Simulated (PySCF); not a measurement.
## How methods differ on the ionisation energy of Eu⁵⁷⁺

Eu⁵⁷⁺ [He] 2s2 2p2 [2p1/2^2, M_J = 0] → Eu⁵⁸⁺ [He] 2s2 2p1 [2p1/2^1, M_J = 1/2], as a difference of total energies. All numbers are calculated (PySCF 2.14, the two-component X2C-1e Hamiltonian, in an uncontracted even-tempered set (17 s from 38 bohr⁻², ratio 2.4; 13 p from 50 bohr⁻², ratio 2.4; 5 d from 160 bohr⁻², ratio 2.6; 4 f from 250 bohr⁻², ratio 2.6)). Correlated levels: nothing frozen; the 32 highest virtual spinors dropped. "Screened" scales the spin-orbit matrix elements by Boettger's factors to mimic the two-electron term; Breit and QED terms are absent.

```tsv
method	ionisation energy (eV)	difference from reference (eV)
GHF (spin-free)	12276.7	-441.3
GMP2 (spin-free)	12276.6	-441.4
GHF (screened spin-orbit)	12735.3	+17.3
GMP2 (screened spin-orbit)	12737.6	+19.6
```

Reference: 12718 ± 6 eV (theoretical estimate listed by NIST; NIST Atomic Spectra Database, ionization energies).

For this ion Breit and QED terms and the two-electron picture change, all absent here, outweigh the correlation shift from GHF to GMP2.

The spin-free rows relax to the high-spin LS determinant and lack the spin-orbit shift.

The labels give the starting determinants; with spin-orbit coupling the two ends relaxed to ⟨J²⟩ = 0.00, ⟨L²⟩ = 1.33, ⟨S²⟩ = 1.33 and ⟨J²⟩ = 0.75, ⟨L²⟩ = 2.00, ⟨S²⟩ = 0.75.
